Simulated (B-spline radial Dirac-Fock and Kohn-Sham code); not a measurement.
Level of theory: multi-electron Dirac-Fock with separately optimised hole states, Breit and Lamb-shift corrections added in first order; an atomic code on a B-spline grid. Free neutral atoms.

Question: Order these X-ray lines by photon energy, lowest first.
A. Sb Kα1
B. Ag Kβ2''
C. Pm Kβ2'
D. Sm Kβ3
E. Ta Kα2
F. Te Kα2

Answer: B (25447.7 eV), A (26356.8 eV), F (27199.3 eV), C (44935.9 eV), D (45288.0 eV), E (56273.7 eV).

Values without a named source are computed, but for edge energies of neutral atoms, which are taken from tables.
